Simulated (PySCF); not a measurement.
**Simulated absorption spectrum**

C₁₁H₁₅N.
SMILES: `c1ccc(N2CCCCC2)cc1`

Computed, not measured: TDDFT wB97X-D/def2-SVPD, vertical, gas phase, core orbitals frozen in the response in PySCF 2.14.0, density-fitted response routines. One conformer (not necessarily the lowest) at the PBE0-D3(BJ)/def2-SVP geometry, without solvent, vibrations or thermal averaging.

Computed states:

| state | E (eV) | f |
| --- | --- | --- |
| S1 | 4.65 | 0.043 |
| S2 | 5.41 | 0.335 |
| S3 | 5.58 | 0.015 |
| S4 | 6.41 | 0.011 |
| S5 | 6.44 | 0.0014 |
| S6 | 6.62 | 0.116 |
| S7 | 6.69 | 0.277 |
| S8 | 6.73 | 0.359 |
| S9 | 6.76 | 0.013 |
| S10 | 7.12 | 0.038 |

Broadening: Gaussians 0.25 eV wide at half height, area fixed by f = 4.319×10⁻⁹ ∫ε dν̃. The width is an assumption, not a result. The curve ends short of the highest state used, and states not computed would add to its high-energy end.

Question: Give the broadened spectrum and its maxima.

Answer: 
(E (eV), ε (L mol⁻¹ cm⁻¹)): (4.27, 8), (4.32, 37), (4.36, 112), (4.40, 292), (4.44, 661), (4.48, 1296), (4.52, 2204), (4.56, 3253), (4.60, 4166), (4.64, 4629), (4.68, 4462), (4.72, 3733), (4.76, 2709), (4.80, 1706), (4.85, 784), (4.89, 359), (4.93, 144), (4.97, 57), (5.01, 50), (5.05, 137), (5.09, 439), (5.13, 1249), (5.17, 3092), (5.21, 6643), (5.25, 12386), (5.29, 20045), (5.33, 28168), (5.37, 34395), (5.42, 36301), (5.46, 32504), (5.50, 25513), (5.54, 17692), (5.58, 10978), (5.62, 6210), (5.66, 3273), (5.70, 1637), (5.74, 781), (5.78, 351), (5.82, 146), (5.86, 55), (5.90, 18), (5.95, 4), (5.99, 1), (6.03, 2), (6.07, 7), (6.11, 23), (6.15, 63), (6.19, 151), (6.23, 321), (6.27, 611), (6.31, 1080), (6.35, 1865), (6.39, 3309), (6.43, 6112), (6.48, 13180), (6.52, 23000)

Maxima: 267 nm (4.65 eV), ε about 4600, made up of S1 (100%); 229 nm (5.41 eV), ε about 37000, made up of S2 (99%) (ε in L mol⁻¹ cm⁻¹; maxima over ε = 5, shares over 10%). At its high-energy end, 6.52 eV, the curve is still rising (ε about 23000, from S6, S7 and S8).

Question: What would ε be at 5.41 eV, the highest of these maxima, with half the width (0.125 eV)?

Answer: About 72000 L mol⁻¹ cm⁻¹ against 36500, a factor of about 1.97; a lone state at its own centre would give exactly 2.

Question: Does any computed singlet lie in the visible range?

Answer: No computed singlet lies in the visible range (380 to 750 nm); the lowest, at 267 nm, stands 1.39 eV above its violet end (3.26 eV).

Question: Coming from long wavelengths, where does ε first pass 100 L mol⁻¹ cm⁻¹?

Answer: At about 285 nm (4.36 eV), 0.29 eV below S1.

On an AMD EPYC 9R45 with 2 threads, no GPU, on a shared host, this took 54 s wall, 2.1 min CPU and 2.2 GiB of memory at its peak.
